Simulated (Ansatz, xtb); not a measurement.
## BClGaH2O+: which of two structures lies lower

Structure a is a singlet given by its coordinates and structure b is a singlet given by its coordinates. Both are gas-phase species (loosely bound parts included), relaxed with B3LYP-D3(BJ)/6-311G**.

a (Å):

```xyz
6

B    -1.7312    1.7603   -1.6998
Cl    2.3672    2.4193   -1.9996
Ga    1.1299    2.2899   -0.3299
O    -0.6827    1.9580   -1.1156
H    -2.7402    1.5704   -2.2545
H     0.9848    2.3323    1.1836
```

Close contacts (Å): B1–O4 1.22, Cl2–Ga3 2.08, Ga3–O4 2.00, B1–H5 1.17, Ga3–H6 1.52.

b (Å):

```xyz
6

B     1.0956   -0.6905    0.0640
Cl   -0.4032    0.4003    0.1557
Ga   -1.2930    0.4548    2.7780
O     1.6986   -0.8706   -1.0860
H     1.4383   -1.1809    1.0801
H     1.3675   -0.4394   -1.8843
```

Close contacts (Å): B1–Cl2 1.86, B1–O4 1.31, Cl2–Ga3 2.77, B1–H5 1.18, O4–H6 0.97.

Q: Which of the two would you expect CCSD(T)/def2-TZVP electronic energies to favour?

A: Structure b; the calculation gives E(b) − E(a) = −4.3 kcal/mol.

How the difference moves with the method:

| level | geometry | E(b) − E(a) (kcal/mol) | departure from the last row (kcal/mol) | job, with rough time for the two |
| --- | --- | --- | --- | --- |
| B3LYP-D3(BJ)/6-311G** | B3LYP-D3(BJ)/6-311G** | −14.7 | −10.5 | optimisation, 91 s |
| HF/def2-TZVP | B3LYP-D3(BJ)/6-311G** | −2.7 | +1.6 | part of the CCSD(T) run |
| MP2/def2-TZVP | B3LYP-D3(BJ)/6-311G** | −1.8 | +2.5 | part of the CCSD(T) run |
| CCSD(T)/def2-TZVP | B3LYP-D3(BJ)/6-311G** | −4.3 |  | single point, 60 s |

The levels shown agree on the order. The largest departure from CCSD(T)/def2-TZVP is that of B3LYP-D3(BJ)/6-311G**, 10.5 kcal/mol. Levels run at GFN2-xTB geometries aren't shown.

With harmonic frequencies from B3LYP-D3(BJ)/6-311G** (ideal gas, rigid rotor, one conformer each, 298.15 K, 1 atm): on the last row, ΔE + ΔZPE = −1.2 kcal/mol. A mode under 50 cm⁻¹ makes harmonic enthalpies and free energies unreliable, so none is given.

The correlated steps freeze 16 core orbitals; the filled d shell of Ga is correlated, in a basis made for valence electrons. Run with Ansatz 0.2.0; the last row on 2 threads of Intel(R) Xeon(R) Platinum 8488C (Sapphire Rapids) on a shared host.
